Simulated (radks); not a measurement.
Dipole-allowed excitations along the series with 28 electrons in [Ar] 3d10. Calculated with a radial shooting solver on a logarithmic mesh with Libxc functionals: scalar-relativistic Kohn-Sham, LDA (Slater exchange, Perdew-Wang correlation), spin-unpolarised, spherical densities, finite nucleus; Fermi nuclear charge, rms radius of each element as measured or else 0.836 A^(1/3) + 0.57 fm. Time-dependent linear response with the Hartree and adiabatic LDA kernel, continuum included through the Sternheimer equations, no spin-orbit coupling, so fine structure and intercombination lines are absent. Lines are the poles of the dipole polarisability below minus the highest occupied eigenvalue, found on a grid refined at the orbital gaps; the lowest seven at most are given, and weak or close lines can be missed. The first line takes the name of the lowest orbital gap if no other gap lies below it; otherwise a line is named after a gap within 0.6 % of it, if that gap stands alone.

| species | -e(HOMO) (eV) | lowest orbital gap (eV) | first line (eV) | f | strongest line (eV) | its f | static alpha (bohr^3) |
|---|---|---|---|---|---|---|---|
| Cd20+ | 933.52 | 3d-4p 418.77 | 421.87 (3d-4p) | 0.459 | 573.93 (unassigned) | 4.76 | 0.02407 |
| In21+ | 1013.5 | 3d-4p 453.81 | 457.08 (3d-4p) | 0.454 | 616.73 (unassigned) | 3.92 | 0.02115 |
| Sn22+ | 1096.6 | 3d-4p 490.13 | 493.58 (3d-4p) | 0.449 | 663.36 (unassigned) | 3.19 | 0.01866 |
| Sb23+ | 1182.8 | 3d-4p 527.74 | 531.36 (3d-4p) | 0.444 | 709.44 (unassigned) | 4.04 | 0.01653 |
| Te24+ | 1272.0 | 3d-4p 566.62 | 570.43 (3d-4p) | 0.439 | 757.00 (unassigned) | 4.44 | 0.01471 |
| I25+ | 1364.4 | 3d-4p 606.78 | 610.79 (3d-4p) | 0.435 | 805.95 (unassigned) | 4.70 | 0.01313 |
